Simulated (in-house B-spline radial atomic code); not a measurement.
Configurations of I7+, with energies counted from [Kr] 4d10. Computed with a radial B-spline atomic code at the basis-set limit: Dirac-Hartree-Fock, average of configuration, Fermi nucleus of rms radius 4.75 fm. Energies include first-order Breit, QED and recoil terms.

Occupations are held fixed; configurations that lie above the ionisation limit could autoionise.

| configuration | E - E(ref) (eV) | highest orbital | its <r> (bohr) |
| --- | --- | --- | --- |
| [Kr] (4d3/2)4 (4d5/2)5 (4f7/2)1 | 78.988 | 4f7/2 | 1.326 |
| [Kr] (4d3/2)4 (4d5/2)5 (5g7/2)1 | 114.5 | 5g7/2 | 3.391 |
| [Kr] (4d3/2)3 (4d5/2)6 (8f5/2)1 | 135.72 | 8f5/2 | 9.729 |
| [Ar] 3d10 4s2 (4p1/2)1 (4p3/2)4 4d10 (6d3/2)1 | 207.12 | 6d3/2 | 3.805 |
| [Ar] 3d10 4s2 (4p1/2)2 (4p3/2)3 4d10 (8d3/2)1 | 216.33 | 8d3/2 | 8.105 |
| [Ar] 3d10 4s2 (4p1/2)1 (4p3/2)4 4d10 (8f5/2)1 | 231.26 | 8f5/2 | 9.705 |
| [Ar] (3d3/2)3 (3d5/2)6 4s2 4p6 4d10 (8g7/2)1 | 722.32 | 8g7/2 | 10.63 |

(1) Order these further configurations by energy, lowest first.
A. [Ar] 3d10 4s2 (4p1/2)2 (4p3/2)3 4d10 (5f5/2)1
B. [Ar] 3d10 4s2 (4p1/2)2 (4p3/2)3 4d10 5s1
C. [Kr] (4d3/2)4 (4d5/2)5 (6g9/2)1
D. [Kr] (4d3/2)4 (4d5/2)5 5s1
E. [Kr] (4d3/2)4 (4d5/2)5 (8d3/2)1

(2) How far above the reference does [Ar] (3d3/2)4 (3d5/2)5 4s2 4p6 4d10 (7f5/2)1 lie?

(3) How far above the reference does [Kr] (4d3/2)3 (4d5/2)6 7s1 lie?

Answers

(1) D (47.428 eV), C (125.15 eV), E (130.16 eV), B (133.41 eV), A (192.25 eV).

(2) 703.59 eV; its least bound orbital is 7f5/2 with <r> = 7.034 bohr.

(3) 116.13 eV; its least bound orbital is 7s1/2 with <r> = 4.683 bohr.
